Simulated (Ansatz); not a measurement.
Calculated with Ansatz (gas phase, PBE0-D4/def2-TZVP geometries, no zero-point term in ΔE). CBS: MP2 limit from def2 TZ/QZ plus the TZ coupled-cluster correction, frozen cores. This one scheme is used for every species. Functionals use def2-TZVPP. B3LYP here is the variant with VWN-RPA as its local correlation; programs differ in this. For Ge outer-core shells are correlated without core-valence functions, which leaves a few kJ/mol of doubt a bond. Scalar relativity is left out up to krypton. Each species was taken in one conformer, which may not be the lowest.

Reaction (ligand exchange at the Si–N bond): `O[SiH2]N[SiH](O)O` + `[NH2][GeH2][OH]` → `O[SiH2][NH][GeH2][OH]` + `N[SiH](O)O`

```
             level  ΔE (kJ/mol)
             B3LYP         -5.0
SCS-MP2/def2-QZVPP         -6.6
```

**Question.** What does CCSD(T)/CBS give? (Best estimate.)

**Answer.** The calculation gave: -6.9 kJ/mol. The listed levels differ from it by 1.9, 0.3 kJ/mol.

Largest T1 diagnostic among the species: 0.012.

In def2-TZVPP, CCSD(T) changes the Hartree–Fock value by −3.1 kJ/mol (the triples alone add −0.5 kJ/mol) and MP2 by −3.7 kJ/mol.
